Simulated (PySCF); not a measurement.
Work out the structure from these simulated measurements.

Formula: C4H11ClSi3.

| Item | Value |
| --- | --- |
| NMR, other nuclei | isotropic shieldings of nuclei other than C and H, by class: 414 (1 Si), 467 (1 Si), 477 (1 Si), 786 (1 Cl) ppm [GIAO PBE0/pcSseg-1] |
| 1H NMR | chemical shifts (computed TMS as zero) by class: 4.68 (1 H), 4.34 (1 H), 4.33 (1 H), 3.66 (3 H), 3.35 (1 H), 3.29 (1 H), 0.42 (3 H) ppm [GIAO PBE0/pcSseg-1] |
| Dipole | 2.11 D [PBE0/pcSseg-1] |
| 13C NMR | chemical shifts (computed TMS as zero) by class: 113.0 (1 C), 97.6 (1 C), 38.7 (1 C), -1.2 (1 C) ppm [GIAO PBE0/pcSseg-1] |
| Rotational structure | rotational constants A, B, C: 1.009, 0.542, 0.367 GHz [GFN2-xTB] |

Electronic properties: PySCF, gas phase, density fitting. Levels stand in brackets. Geometry: GFN2-xTB, one conformer, isolated molecule. NMR values are class means; diastereotopic atoms form classes of their own.

Question: What is the compound? Reason from the data.

Answer: Numbering: `[CH3:1][Si@@H:2]([C:3]#[C:4][CH2:5][Cl:6])[SiH2:7][SiH3:8]`. Its formula, C4H11ClSi3, gives 2 degrees of unsaturation: 0 rings and 2 π bonds in the structure found. 4 carbons fall into 4 classes; from least to most shielded: alkyne carbon [C4] (113.0 ppm), alkyne carbon [C3] (97.6 ppm), sp3 C–Cl carbon [C5] (38.7 ppm), Si-methyl carbon [C1] (-1.2 ppm). Hydrogen classes from least to most shielded: 1 H on an SiH silicon, Si2 (4.68 ppm), 1 H on an sp3 C–Cl carbon, C5 (4.34 ppm), 1 H on an sp3 C–Cl carbon, C5 (4.33 ppm), 3 H on an SiH3 silicon, Si8 (3.66 ppm), 1 H on an SiH2 silicon, Si7 (3.35 ppm), 1 H on an SiH2 silicon, Si7 (3.29 ppm), 3 H on an Si-methyl carbon, C1 (0.42 ppm). The other shieldings belong to: 414 ppm, SiH silicon [Si2]; 467 ppm, SiH3 silicon [Si8]; 477 ppm, SiH2 silicon [Si7]; 786 ppm, alkyl chlorine [Cl6]. The optimised geometry has point group C1 and is an asymmetric top. Structure: `C[Si@@H](C#CCCl)[SiH2][SiH3]`. The assignments are read from this structure; whether some other isomer fits the data as well wasn't checked. The mirror image fits equally.

Conformer computed: `[CH3:1][Si@@H:2]([C:3]#[C:4][CH2:5][Cl:6])[SiH2:7][SiH3:8]`: C1–Si2–Si7–Si8 -146°.
